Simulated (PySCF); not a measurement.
**Correlation energy of Ti²⁰⁺ (titanium, charge +20)**

1s2, closed-shell 1S. All numbers are calculated (PySCF 2.14, the spin-free X2C one-electron Hamiltonian (Gaussian nucleus), in an uncontracted even-tempered set (17 s from 18 bohr⁻², ratio 2.2; 7 p from 28 bohr⁻², ratio 2.4; 4 d from 85 bohr⁻², ratio 2.4; 3 f from 130 bohr⁻², ratio 2.4; 3 g from 190 bohr⁻², ratio 2.4)). Frozen: nothing; 2 electrons correlated; the 12 highest virtual orbitals of each spin left out.

With two correlated electrons CCSD is exact within the correlated space (frozen core and kept virtual orbitals).

| level | correlation energy (mhartree) |
| --- | --- |
| CCSD | -47.62 |

Diagnostics: T1 = 6.2e-06, D1 = 0.0000, largest double amplitude 0.002.

Cost of the coupled-cluster step: roughly 5 core-seconds, for 2 correlated electrons.

Iterations:

```
CC2 = 0
CCSD nocc = 1, nmo = 94
frozen orbitals [94, 95, 96, 97, 98, 99, 100, 101, 102, 103, 104, 105]
max_cycle = 100
direct = 0
conv_tol = 1e-08
conv_tol_normt = 1e-06
diis_space = 8
diis_start_cycle = 0
Init t2, MP2 energy = -473.367937745711  E_corr(MP2) -0.0470664209166059
Init E_corr(CCSD) = -0.0470664209166059
cycle = 1  E_corr(CCSD) = -0.0476095202948616  dE = -0.000543099378  norm(t1,t2) = 0.000110566
cycle = 2  E_corr(CCSD) = -0.0476228724597657  dE = -1.33521649e-05  norm(t1,t2) = 2.91047e-06
cycle = 3  E_corr(CCSD) = -0.0476231978552325  dE = -3.25395467e-07  norm(t1,t2) = 8.39097e-08
cycle = 4  E_corr(CCSD) = -0.0476231974202759  dE = 4.34956612e-10  norm(t1,t2) = 6.40848e-10
CCSD converged
E(CCSD) = -473.3684945222142  E_corr = -0.04762319742027589
```
